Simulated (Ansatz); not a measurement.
Consider the isomerisation: `C1[NH][AlH][S]1` → `C=[N][AlH][SH]`.

Isolated molecules relaxed with PBE0-D4/def2-TZVP in Ansatz; ΔE leaves out vibrations. CCSD(T)/CBS is the MP2 limit (def2-TZVPP, def2-QZVPP) plus CCSD(T) − MP2 in def2-TZVPP, frozen cores. Functionals use def2-TZVPP. B3LYP here is the variant with VWN-RPA as its local correlation; programs differ in this. One conformer a species, not always the lowest.

```csv
level,ΔE (kcal/mol),difference from CCSD(T)/CBS
BLYP-D4,-1.2,-5.8
B97M-V,2.6,-2.0
B3LYP-D4,0.7,-3.9
r2SCAN0-D4,6.2,1.6
ωB97X-V,5.3,0.7
PBE-QIDH,8.1,3.5
revPBE,2.2,-2.4
BLYP,-3.0,-7.6
PBE0,6.8,2.2
B3LYP,-0.5,-5.1
r2SCANh,5.1,0.5
LC-ωPBE,8.1,3.5
HF/def2-TZVPP,-3.8,-8.4
MP2/def2-TZVPP,6.0,1.4
CCSD(T)/def2-TZVPP,3.1,-1.5
MP2/def2-QZVPP,6.9,2.3
CCSD(T)/CBS,4.6,0
```

Largest T1 diagnostic among the species: 0.013.

From r2SCAN to r2SCAN0 (25 % exact exchange), in def2-TZVPP and without D4, ΔE moves by +1.7 kcal/mol. At CCSD(T), def2-SVP lies −4.4 kcal/mol from the extrapolated value and def2-TZVPP −1.5 kcal/mol.
